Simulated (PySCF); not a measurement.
# Bonding in `O=C([O-])[C@H](F)COC(F)(F)F`

Species: C4H3F4O3 (charge -1).
Atom-mapped SMILES: `[O:1]=[C:2]([O-:3])[C@H:4]([F:5])[CH2:6][O:7][C:8]([F:9])([F:10])[F:11]` (hydrogens: H12 on C4; H13, H14 on C6)

Geometry (GFN2-xTB, Å), atoms numbered from 1 in this order:
```
atom  x, y, z in Å
O1    -2.4561    1.3514   -0.5551
C2    -2.4720    0.2825    0.0510
O3    -3.3693   -0.3775    0.5418
C4    -0.9619   -0.3839    0.1724
F5    -0.8795   -1.2796    1.2316
C6     0.0407    0.7204    0.3434
O7     1.3851    0.4726   -0.2001
C8     2.1519   -0.3527    0.4471
F9     3.3993   -0.2919   -0.0663
F10    2.3012   -0.0869    1.7649
F11    1.8185   -1.6543    0.3877
H12   -0.7802   -0.9620   -0.7406
H13    0.1340    0.9861    1.3991
H14   -0.3124    1.5751   -0.2390
```

Bond orders from the PBE0/pcSseg-1 density (PySCF). One conformer (not necessarily the lowest) at the GFN2-xTB geometry, without solvent, vibrations or thermal averaging. The pcSseg-1 basis has no diffuse functions, a weakness for an anion.

Q: How far do the computed orders between heavy atoms stray from the drawn ones?

A: The largest departure is 0.821, at C2–O3 (drawn single, 1.821). Drawn single, order above 1.12: C2–O3 (1.821) and O7–C8 (1.209). Drawn single, order below 0.88: C2–C4 (0.801), C4–F5 (0.845) and C6–O7 (0.756). The SMILES, with its formal charges, is one Lewis structure only.

Q: Set the Mayer orders of the bonds between heavy atoms beside their lengths.

A: 
```csv
bond,drawn as,length (Å),Mayer order
O1–C2,double,1.229,1.708
C2–O3,single,1.217,1.821
C2–C4,single,1.655,0.801
C4–F5,single,1.390,0.845
C4–C6,single,1.501,1.024
C6–O7,single,1.471,0.756
O7–C8,single,1.299,1.209
C8–F9,single,1.350,1.009
C8–F10,single,1.353,0.978
C8–F11,single,1.345,1.006
```

By pair of heavy elements: C–O: lowest C6–O7 (0.756, 1.471 Å), highest C2–O3 (1.821, 1.217 Å). C–C: lowest C2–C4 (0.801, 1.655 Å), highest C4–C6 (1.024, 1.501 Å). C–F: lowest C4–F5 (0.845, 1.390 Å), highest C8–F9 and C8–F11 (1.009, 1.350 Å). Bonds named together lie within 0.004.

Q: And the bonds to hydrogen?

A: C–H: 0.93 to 0.94 (3 bonds).

Q: Sum the orders of all bonds at each heavy atom with more than one neighbour and set the sums beside the valence in the SMILES.

A: C2 4.330 (drawn 4), C4 3.603 (drawn 4), C6 3.648 (drawn 4), O7 1.965 (drawn 2), C8 4.202 (drawn 4). Orders between atoms that aren't bonded are not in these sums.

The Mayer order sums products of elements of PS (density times overlap matrix) between the two atoms' basis functions, so it depends on the basis set.
